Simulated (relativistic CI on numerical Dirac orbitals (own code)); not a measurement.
## Zr3+: M2,3 absorption edge

Computed with this model: Dirac-Coulomb-Breit CI, KLI orbitals optimised for each configuration, model QED, valence Slater integrals scaled by 0.8, multiplet model of core-to-valence dipole absorption; configurations [Kr] 4d → [Ne] 3s2 3p5 3d10 4s2 4p6 4d2; 300 K; Lorentzian 2 eV and Gaussian 0.4 eV FWHM. Energies are those of the free ion, without screening or charge transfer. The branching ratio is the share of the lower-energy edge in the whole absorption, uncertain by about 0.02 where the edges overlap. S is read from ⟨S²⟩ = S(S + 1).

Field parameters in Wybourne normalisation: Oh B⁴₀ = 21Dq, B⁴₄ = √(5/14) B⁴₀. The field is a parameter set, without covalency.

Computed curve for Oh, 10Dq = 21000 cm⁻¹, scaled to 100 at the maximum (points under 2 are left out and the grid is thinned):

```csv
Energy (eV),Intensity
326.75,2.1
327.25,2.3
327.75,2.5
328.25,2.8
329.00,3.4
329.50,3.8
330.00,4.4
330.50,5.1
331.00,6.0
331.50,7.2
332.25,9.9
332.75,12.6
333.25,16.6
333.75,23.0
334.25,33.7
334.75,51.4
335.25,75.2
336.00,98.5
336.50,98.9
337.00,92.8
337.50,92.0
338.00,98.2
338.50,99.5
339.25,84.8
339.75,62.5
340.25,41.9
340.75,28.3
341.25,20.2
341.75,15.3
342.25,12.2
343.00,9.4
343.50,8.2
344.00,7.3
344.50,6.7
345.00,6.4
345.50,6.4
346.00,6.7
346.75,7.9
347.25,9.6
347.75,12.6
348.25,17.9
348.75,26.4
349.25,35.3
350.00,36.8
350.50,34.9
351.00,33.5
351.50,34.9
352.00,36.5
352.50,35.7
353.00,32.7
353.75,21.0
354.25,14.0
354.75,9.7
355.25,7.1
355.75,5.5
356.25,4.4
357.00,3.4
357.50,2.9
358.00,2.5
358.50,2.1
```

The ground state has S = 0.50, and the centroid lies at 341.12 eV.
